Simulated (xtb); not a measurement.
ClCrO2 (SMILES [O]=[Cr+](=[O])[Cl]), charge +1, singlet, from a rough starting geometry (GFN-xTB shapes and energies of metal compounds can be far from the true ones) (the multiplicity is a formal guess); GFN2-xTB (xtb).

xtb was given this input:
```
$ xtb mol.xyz --gfn 2 --chrg 1 --opt vtight --json

# file mol.xyz
4

Cr     0.15281396     0.16596877     0.30920791
O      1.40542272    -0.46552795    -0.41754078
O     -0.60427994    -0.78580920     1.18991910
Cl    -0.93608133     1.03720745    -1.08279403
```

Output, abridged:

```
   ID    Z sym.   atoms
    1   24 Cr     1
    2    8 O      2, 3
    3   17 Cl     4

           -------------------------------------------------
          |                Calculation Setup                |
           -------------------------------------------------

           -------------------------------------------------
          |                 G F N 2 - x T B                 |
           -------------------------------------------------

          ...................................................
          :                      SETUP                      :
          :.................................................:
          :  # basis functions                  28          :
          :  # atomic orbitals                  26          :
          :  # shells                           10          :
          :  # electrons                        24          :
          :  max. iterations                   250          :
          :  Hamiltonian                  GFN2-xTB          :
          :  restarted?                      false          :
          :  GBSA solvation                  false          :
          :  PC potential                    false          :
          :  electronic temp.          300.0000000     K    :
          :  accuracy                    1.0000000          :
          :  -> integral cutoff          0.2500000E+02      :
          :  -> integral neglect         0.1000000E-07      :
          :  -> SCF convergence          0.1000000E-05 Eh   :
          :  -> wf. convergence          0.1000000E-03 e    :
          :  Broyden damping             0.4000000          :
          :  net charge                          1          :
          :  unpaired electrons                  0          :
          ...................................................

 iter      E             dE          RMSdq      gap      omega  full diag
   1     -6.8406992 -0.684070E+01  0.352E+01    0.66       0.0  T
   2     -8.3509214 -0.151022E+01  0.359E+01    6.49       1.0  T
   3    -11.6287428 -0.327782E+01  0.273E+01    4.59       1.0  T
   4    -12.6518399 -0.102310E+01  0.248E+01    3.00       1.0  T
   5    -10.8573635  0.179448E+01  0.246E+01    6.17       1.0  T
   6    -12.4917433 -0.163438E+01  0.177E+01    3.31       1.0  T
   7    -13.3445027 -0.852759E+00  0.156E+01    1.99       1.0  T
   8    -11.4634567  0.188105E+01  0.416E+01    0.48       1.0  T
   9    -10.5358536  0.927603E+00  0.414E+01    0.54       1.0  T
[...]
         :: total energy             -14.122671953616 Eh    ::
 * total energy  :   -14.1226720 Eh     change       -0.3042899E-10 Eh
 * total energy  :   -14.1255418 Eh     change       -0.2869849E-02 Eh
 * total energy  :   -14.1262574 Eh     change       -0.7155946E-03 Eh
 * total energy  :   -14.1263125 Eh     change       -0.5512696E-04 Eh
 * total energy  :   -14.1263165 Eh     change       -0.3949623E-05 Eh
 * total energy  :   -14.1263206 Eh     change       -0.4161778E-05 Eh
 * total energy  :   -14.1263207 Eh     change       -0.6177261E-07 Eh
   *** GEOMETRY OPTIMIZATION CONVERGED AFTER 7 ITERATIONS ***
         :: total energy             -14.126320696785 Eh    ::
[...]
        23                         -0.2355566              -6.4098
       ...                                ...                  ...
        26                          0.8610986              23.4317
      -------------------------------------------------------------
                  HL-Gap            0.0231747 Eh            0.6306 eV
             Fermi-level           -0.7185146 Eh          -19.5518 eV

     #   Z          covCN         q      C6AA      α(0)
     1  24 Cr       2.258     0.884   149.386    31.619
     2   8 O        0.742    -0.138    17.130     5.547
     3   8 O        0.742    -0.138    17.130     5.547
     4  17 Cl       0.776     0.393    88.055    14.354

 Mol. C6AA /au·bohr⁶  :        838.087182
 Mol. C8AA /au·bohr⁸  :      43547.753262
 Mol. α(0) /au        :         57.066799

Wiberg/Mayer (AO) data.
largest (>0.10) Wiberg bond orders for each atom

 ---------------------------------------------------------------------------
     #   Z sym  total        # sym  WBO       # sym  WBO       # sym  WBO
 ---------------------------------------------------------------------------
     1  24 Cr   6.489 --     3 O    2.332     2 O    2.332     4 Cl   1.825
     2   8 O    2.553 --     1 Cr   2.332     3 O    0.121
     3   8 O    2.553 --     1 Cr   2.332     2 O    0.121
     4  17 Cl   2.024 --     1 Cr   1.825
 ---------------------------------------------------------------------------

Topologies differ in total number of bonds
Writing topology from bond orders to xtbtopo.mol

molecular dipole:
                 x           y           z       tot (Debye)
 q only:       -0.565       1.411      -0.469
   full:       -0.376       2.741       0.036       7.032
molecular quadrupole (traceless):
                xx          xy          yy          xz          yz          zz
 q only:       -0.877      -1.767       0.440       3.477      -1.491       0.437
  q+dip:       -1.505      -1.231       0.778       4.687      -0.456       0.727
   full:       -2.341      -0.557       1.699       5.428       0.853       0.642

optimized geometry written to: xtbopt.xyz

           -------------------------------------------------
          | TOTAL ENERGY              -14.126320696785 Eh   |
          | GRADIENT NORM               0.000126150289 Eh/α |
          | HOMO-LUMO GAP               0.630616132620 eV   |
           -------------------------------------------------

normal termination of xtb
```
